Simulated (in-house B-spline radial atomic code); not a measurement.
Response and correlation of Cs53+

Closed shell 1s2. Computed with an all-electron radial atomic-structure program (B-spline basis): Dirac-Hartree-Fock, relativistic RPA (time-dependent Dirac-Hartree-Fock) for the response and second-order many-body perturbation theory for correlation, no-pair Dirac-Coulomb Hamiltonian, finite nucleus.

Command:
```bash
python run_mb.py task.json out
```
Settings (nuclear radius in fm, box in bohr, cutoff in hartree):
```
basis_form          2
Z                   55
core_configuration  1s2
rms_radius          4.8041
mass_number         133
speed_of_light      137.036
box_radius          1.851
lmax                7
intervals           55
virtual_cutoff      75625.0
```

Cost of the run: 0.2 s on 1 thread of Arm Neoverse V1 (shared host).

```
multipole (bohr³, bohr⁵, bohr⁷)   uncoupled  coupled RPA
                         dipole  8.3885e-07   8.4734e-07
                     quadrupole  8.8297e-10   8.9005e-10
                       octupole  2.4949e-12            ?
```

(1) What is the coupled octupole polarisability?

(2) Which subshells carry the dipole polarisability?

(3) What does the dipole shielding factor come to?

Dipole polarisability at imaginary frequency:

| u (Eh) | α(iu) (bohr³) |
| --- | --- |
| 0 | 8.473e-07 |
| 19.8 | 8.471e-07 |
| 59.5 | 8.455e-07 |
| 119 | 8.401e-07 |
| 198 | 8.276e-07 |
| 397 | 7.738e-07 |
| 794 | 6.175e-07 |
| 1980 | 2.686e-07 |

(4) What dispersion coefficients follow for two such ions (the dispersion part alone)?

Lowest J = 1 odd-parity excitations:

```json
{"energy (eV)": "31497", "oscillator strength": "0.214", "leading channel": "1s1/2 → p1/2", "weight": "0.997"}
{"energy (eV)": "31950", "oscillator strength": "0.539", "leading channel": "1s1/2 → p3/2", "weight": "0.997"}
{"energy (eV)": "37366", "oscillator strength": "0.0388", "leading channel": "1s1/2 → p1/2", "weight": "0.998"}
{"energy (eV)": "37500", "oscillator strength": "0.107", "leading channel": "1s1/2 → p3/2", "weight": "0.998"}
```

Second-order correlation energy by the highest angular momentum of the excited pair (hartree): s -0.01678, p -0.0254, d -0.003522, f -0.0009433, g -0.0003523, h -0.0001568, i -8.047e-05, k -4.597e-05.

(5) What is the second-order correlation energy at the partial-wave limit?

Answers

(1) 2.5094e-12 atomic units, +1 % against the uncoupled value.

(2) 1s1/2 100.0 %.

(3) The dipole shielding factor is 0.036, against the exact N/Z = 2/55 = 0.036 of the non-relativistic theorem.

(4) C6 = (3/π)∫α(iu)²du = 7.168e-10 hartree·bohr⁶ and C8 = 4.309e-12 hartree·bohr⁸.

(5) The listed waves sum to -0.047279 hartree; extrapolating the increments as (l + 1/2)⁻⁴ gives -0.047373 hartree, -0.645 eV per electron.
